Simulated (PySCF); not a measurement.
# Nitrogen: a sound run and one with changed settings

Sound run: N²⁺ [He] 2s2 2p1, N³⁺ [He] 2s2. All numbers are calculated (PySCF 2.14, scalar relativity by spin-free X2C-1e, in x2c-TZVPall). In the sound run the correlated levels freeze 1s2. The sound run starts from symmetry-adapted Hartree-Fock orbitals and uses a fine grid where one is needed.

A second run was set up differently.

```tsv
species	method	sound run (hartree)	changed run (hartree)	converged
N²⁺	MP2	-52.90377	-52.92015	yes
N²⁺	CCSD(T)	-52.93165	-52.94851	yes
N³⁺	MP2	-51.15960	-51.17536	yes
N³⁺	CCSD(T)	-51.19569	-51.21159	yes
```

Ionisation energy of N²⁺:

```csv
method,sound run (eV),changed run (eV)
UHF,47.293,47.293
MP2,47.461,47.478
SCS-MP2,47.414,47.424
CCSD,47.210,47.239
CCSD(T),47.238,47.264
```

(1) What was changed?
A. too few SCF iterations
B. minimal basis
C. all electrons correlated in a valence basis
D. basis contracted for another Hamiltonian

Answers

(1) C. A valence basis has no tight correlating functions, so it recovers only part of the core correlation, and not evenly between atom and ion.
